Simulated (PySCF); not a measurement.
CH₄AlO, SMILES [CH3][Al][OH], multiplicity 2.

Geometry: PBE0-D3(BJ)/def2-TZVP. The multiplicity is an assumed one; other spin states were not compared. The isomer is the one that the SMILES or the coordinates give; other isomers of the formula were not compared. The values are those of a single conformer.

Calculation: PBE/def2-TZVPD (PySCF).

```json
{
  "total_energy": "-357.97063 hartree",
  "point_group": "Cs",
  "α spin, highest occupied and lowest empty level": "-4.35 and -1.75 eV",
  "β spin, highest occupied and lowest empty level": "-7.41 and -2.90 eV",
  "dipole_moment": "0.70 D",
  "quadrupole, principal values (traceless, Buckingham form, about the centre of nuclear charge)": "-5.11, 1.46, 3.64 D·Å",
  "mean_static_polarisability": "61.2 bohr³ (9.07 Å³)",
  "polarisability_principal_values": "55.8, 56.6, 71.2 bohr³",
  "⟨S²⟩": "0.752 (pure state 0.75)"
}
```
